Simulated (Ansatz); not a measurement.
but-1-yne (C4H6), SMILES C(#C)CC.

Geometry optimised at B3LYP-D3(BJ)/def2-SVP.

Two levels are set side by side: PBE/def2-SVPD (Ansatz, a first-principles code) and CAM-B3LYP/def2-SVPD (Ansatz). Energy differences of separate SCF runs at the same geometry; the states with an electron removed or added have multiplicity 2 and 2. Differences are taken from unrounded values.

```
quantity                           CAM-B3LYP
---------------------------------  ---------
vertical ionisation energy (eV)        10.17
vertical singlet–triplet gap (eV)       5.64
```

Q: What does PBE give, and how far is it from CAM-B3LYP? (Estimate from the structure and the level; the computed values follow.)

A: 
```csv
quantity,PBE,PBE minus CAM-B3LYP
vertical ionisation energy (eV),9.94,-0.23
vertical singlet–triplet gap (eV),5.59,-0.05
```
